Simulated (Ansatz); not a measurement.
`NBO[SiH2]F` + H₂ → `BO[SiH2]F` + NH₃  (hydrogenolysis of a B–N bond)

Program: Ansatz. Geometries: PBE0-D4/def2-TZVP. ΔE: electronic, gas phase. CCSD(T)/CBS adds triple-zeta CCSD(T) − MP2 to the extrapolated MP2 energy (def2 sets, frozen cores). This one scheme is used for every species. DFT in def2-TZVPP. Each species was taken in one conformer, which may not be the lowest.

| level | ΔE (eV) |
| --- | --- |
| PBE0-D4 | 1.18 |
| r2SCAN | 1.22 |
| MP2/def2-TZVPP | 1.18 |
| SCS-MP2/def2-QZVPP | 1.12 |

Problem. What does CCSD(T)/CBS give? (Estimate.)

Solution. Ansatz gave: +1.13 eV. The listed levels differ from it by 0.05, 0.09, 0.05, -0.01 eV.

Largest T1 diagnostic among the species: 0.013.

The D4 term adds +0.06 eV with B3LYP and +0.03 eV with PBE0; it sums over pairs of atoms, weighted by their polarisabilities, and B3LYP, whose exchange is more repulsive, gets the larger term. In def2-TZVPP, CCSD(T) changes the Hartree–Fock value by +0.14 eV (the triples alone add +0.03 eV) and MP2 by +0.19 eV.

B3LYP here is the variant with VWN-RPA as its local correlation; programs differ in this.
